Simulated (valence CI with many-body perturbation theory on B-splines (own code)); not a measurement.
Results of a calculation; reference values are marked as such.
# Basis-set convergence for Mg⁵⁺

Level of theory: configuration interaction combined with many-body perturbation theory (CI+MBPT): five valence electrons over a frozen Dirac-Fock core [He], a basis of 9 s, 9 p, 8 d, 6 f, 3 g, 1 h functions for each j, with the one-electron correlation potential Σ1 (screened to all orders), the two-electron term Σ2, the three-electron term Σ3, Breit, model QED; selected single and double excitations, second order for the rest (own B-spline code, finite nucleus).

Set against measurement, 20 paired levels are off by 294 cm⁻¹ on average, the worst by 587. These come from a selection out of NIST levels in Kelleher and Podobedova, J. Phys. Chem. Ref. Data 37, 267 (2008). Levels without a partner in it may be off by more. Among the levels kept, up to 1800 cm⁻¹ of a level comes from second order outside the variational space, and about a tenth of that is noise between levels of different J, which matters for small intervals.

The reference run has the lowest level 2s²2p³ ⁴S°_3/2 and an ionisation energy of 186.715 eV. Its largest variational space holds 20000 state functions.

Changed runs:
A. basis 6 s, 6 p, 5 d, 3 f, 1 g
B. basis 5 s, 5 p, 4 d, 2 f

Excitation energies of the reference run in cm⁻¹, and shifts in cm⁻¹:

```
                 Level  Reference       A       B
        2s²2p³ ²D°_5/2      55613    +232    +697
        2s²2p³ ²D°_3/2      55638    +224    +689
        2s²2p³ ²P°_1/2      84262    +267    +826
        2s²2p³ ²P°_3/2      84375    +261    +818
          2s2p⁴ ⁴P_5/2     248036     +66    +214
          2s2p⁴ ⁴P_3/2     249670     +63    +211
          2s2p⁴ ⁴P_1/2     250536     +62    +209
          2s2p⁴ ²D_5/2     342135    +295    +938
          2s2p⁴ ²D_3/2     342174    +293    +936
          2s2p⁴ ²S_1/2     402409    +391   +1273
          2s2p⁴ ²P_3/2     425739    +341   +1105
          2s2p⁴ ²P_1/2     427683    +339   +1106
Ionisation energy (eV)    186.715  -0.018  -0.056
```
